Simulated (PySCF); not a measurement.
Si(H)(NHSiH3)(Me)2 (C₂H₁₁NSi₂), SMILES [SiH3]N[SiH](C)C.

Geometry: B3LYP-D3(BJ)/def2-SVP. One conformer was computed; it need not be the lowest.

Two levels are set side by side: TDA-PBE/def2-SVPD (PySCF) and TDA-M06-2X/def2-SVPD (PySCF). Vertical, same geometry. The lowest singlet is HOMO→LUMO 98 % with PBE and HOMO→LUMO 77 % with the other functional; states are paired by order. Differences are taken from unrounded values.

```csv
quantity,TDA-M06-2X
lowest singlet excitation (eV),6.32
lowest triplet excitation (TDA) (eV),6.05
first bright state (f over 0.05) (eV),7.72
its oscillator strength,0.09
```

Problem. What does TDA-PBE give, and how far is it from TDA-M06-2X? (An estimate is asked for; the answer gives what the named calculation found.)

Solution. 
```json
[
 {"quantity": "lowest singlet excitation (eV)", "TDA-PBE": "5.43", "TDA-PBE minus TDA-M06-2X": "-0.89"},
 {"quantity": "lowest triplet excitation (TDA) (eV)", "TDA-PBE": "5.19", "TDA-PBE minus TDA-M06-2X": "-0.86"},
 {"quantity": "first bright state (f over 0.05) (eV)", "TDA-PBE": "6.27", "TDA-PBE minus TDA-M06-2X": "-1.45"},
 {"quantity": "its oscillator strength", "TDA-PBE": "0.06", "TDA-PBE minus TDA-M06-2X": "-0.04"}
]
```

A lower first singlet is the usual sign of a functional without exact exchange. Differences between two approximate levels are no errors against the true value.

Rough cost on one machine, each run with all the roots and properties that it gave: TDA-M06-2X against TDA-PBE about 9 times.
